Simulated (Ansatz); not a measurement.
ClFH4O2Si2 (`O[SiH](F)O[SiH2]Cl`). Total charge 0; spin multiplicity 1. All single points use the PBE0-D4/def2-TZVP geometry. It is one conformer, not always the lowest.

```xyz
10

O    -1.725    1.051   -0.672
Si   -0.578    1.269    0.449
F    -1.129    0.900    1.893
O     0.721    0.322    0.191
Si    1.234   -1.169   -0.190
Cl   -0.339   -2.243   -0.980
H    -1.973    0.158   -0.922
H    -0.182    2.678    0.440
H     1.690   -1.884    1.018
H     2.280   -1.080   -1.227
```

Problem. What is the dipole moment at r2SCAN/def2-TZVPP? (Estimate.)

Solution. Ansatz gave: 1.45 D, with components (1.16, -0.62, -0.62) D in this frame, pointing from negative to positive charge.

Problem. And with PBE, B3LYP, ωB97M-V? (Estimate.)

Solution. Computed: PBE 1.42 D, B3LYP 1.52 D, ωB97M-V 1.50 D.

Problem. Give the Mulliken charges with r2SCAN, ωB97M-V, PBE in def2-TZVPP. (An estimate is asked.)

Solution. The calculation gave: 
| atom | r2SCAN | ωB97M-V | PBE |
| --- | --- | --- | --- |
| O1 | -0.40 | -0.37 | -0.34 |
| Si2 | 0.78 | 0.71 | 0.64 |
| F3 | -0.31 | -0.30 | -0.27 |
| O4 | -0.40 | -0.37 | -0.29 |
| Si5 | 0.59 | 0.45 | 0.47 |
| Cl6 | -0.27 | -0.23 | -0.24 |
| H7 | 0.21 | 0.19 | 0.19 |
| H8 | -0.08 | -0.04 | -0.08 |
| H9 | -0.06 | -0.02 | -0.05 |
| H10 | -0.06 | -0.02 | -0.05 |

B3LYP here is the variant with VWN-RPA as its local correlation; programs differ in this.
